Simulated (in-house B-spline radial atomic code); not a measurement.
Atomic self-consistent-field run: neutral tin (an excited or competing configuration). Computed with an all-electron radial atomic-structure program (B-spline basis): Dirac-Hartree-Fock, average of configuration, Fermi nucleus of rms radius 4.6519 fm.

Command:
```bash
python run_scf.py task.json out
```
Settings (nuclear radius in fm, mass in u):
```
Z                50
configuration    [Kr] 4d10 5s1 5p2 6d1
hamiltonian      dirac
method           hf
spin_polarised   False
nucleus          fermi
rms_radius       4.6519
atomic_mass      119.9022
speed_of_light   137.035999084
```

Output (hartree, bohr):
```
 radial grid: 92 intervals, B-splines of order 8, outer radius 144.5 bohr

 iter        energy (Eh)    residual
    1       -6173.777188    5.76e-01
    2       -6174.920610    1.51e-01
    3       -6175.653033    2.50e-02
    4       -6175.677710    4.96e-03
    5       -6175.678342    2.58e-03
    6       -6175.678638    3.26e-04
    7       -6175.678640    3.12e-05
    8       -6175.678640    4.97e-06
    9       -6175.678640    1.48e-06
   10       -6175.678640    1.09e-08

 total energy                     -6175.67864
 kinetic                            6503.1637
 electron-nucleus                 -14981.1899
 electron-electron                  2302.3476

 first-order corrections (not in the total)
   Gaunt                             4.9271
   retardation                      -0.5033
   frequency dependence             -0.0429
   self-energy                       3.3384
   Uehling                          -0.4349
   Wichmann-Kroll                    0.0090
   recoil                            0.0192

 orbital      occ     eigenvalue          <r>       <r^2>       <1/r>     <1/r^3>       <r^4>       r_max    small
 1s1/2      2.000     -1079.6103    0.0290479  0.00114231     53.0857           - 3.40917e-06     0.01878  3.37e-02
 2s1/2      2.000      -166.5989     0.124922   0.0184659     12.3336           - 0.000590057      0.1061  7.17e-03
 2p1/2      2.000      -155.1680     0.105906   0.0137904     12.2771           - 0.000383981     0.08189  7.15e-03
 2p3/2      4.000      -146.6546     0.111236   0.0150859     11.4397     4289.09 0.000450795     0.08637  6.83e-03
 3s1/2      2.000       -33.8448     0.337319    0.130193     4.37404           -   0.0258768      0.3068  2.09e-03
 3p1/2      2.000       -29.1590     0.328723     0.12556     4.27257           -   0.0252509      0.2938  2.02e-03
 3p3/2      4.000       -27.5585     0.339546    0.133771     4.07099     805.927   0.0285743      0.3038  1.94e-03
 3d3/2      4.000       -19.3699     0.311484    0.115058     3.90415     125.718   0.0243593      0.2495  1.81e-03
 3d5/2      6.000       -19.0441     0.314974    0.117506      3.8516     117.471   0.0253286      0.2524  1.78e-03
 4s1/2      2.000        -6.1663     0.822806    0.765029     1.68029           -    0.870682       0.747  5.33e-04
 4p1/2      2.000        -4.5335     0.870444    0.864252     1.56534           -      1.1552      0.7743  4.76e-04
 4p3/2      4.000        -4.2430     0.897623    0.919056     1.50516      136.72     1.30781      0.7975  4.53e-04
 4d3/2      4.000        -1.6163      1.07574     1.36395     1.22942     14.9954     3.32929      0.8816  3.19e-04
 4d5/2      6.000        -1.5742      1.08975     1.40005     1.21169     13.8306     3.51331      0.8916  3.11e-04
 5s1/2      1.000        -0.7729      2.34217     6.20722    0.545614           -     59.5086       2.017  7.12e-05
 5p1/2      0.667        -0.4552      2.87279     9.41071    0.438164           -     141.722        2.41  4.53e-05
 5p3/2      1.333        -0.4350      2.96856     10.0381    0.422056     9.31484     160.671       2.494  4.22e-05
 6d3/2      0.400        -0.0334      19.2893     429.158   0.0715325   0.0243097      268006       19.44  1.56e-06
 6d5/2      0.600        -0.0334      19.3143     430.065   0.0713179   0.0230849      268941       19.46  1.55e-06
```

Run time, properties included: 4.1 s on 1 thread of Arm Neoverse V2 (shared host).

For the Dirac Hamiltonian the kinetic term is c α·p + (β - 1)c².
